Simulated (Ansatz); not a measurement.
BH2I, SMILES `BI`, relaxed with RKS PBE0-D4/def2-TZVP in Ansatz 0.2.0 from a PBE-D4/def2-SVP geometry. The force threshold is 0.005 eV/Å; the program also tests the step.

Total charge 0; spin multiplicity 1. I takes the def2 core potential.

Start:

```xyz
4

B    -0.136    0.075   -0.195
I     1.016   -0.557    1.464
H    -1.306   -0.236   -0.215
H     0.426    0.719   -1.053
```

```csv
step,energy (eV),largest force (eV/Å),largest move (Å)
1,-8809.4053,0.419,0.000
2,-8809.4194,0.144,0.019
3,-8809.4203,0.010,0.007
4,-8809.4203,0.010,0.002
5,-8809.4204,0.000,0.001
```

End:

```xyz
4

B    -0.135    0.074   -0.195
I     1.007   -0.552    1.451
H    -1.284   -0.228   -0.218
H     0.412    0.707   -1.038
```

It took 3.9 s on 4 threads of an Arm Neoverse V1 on a shared host, with 0.13 GiB of host memory at the peak.
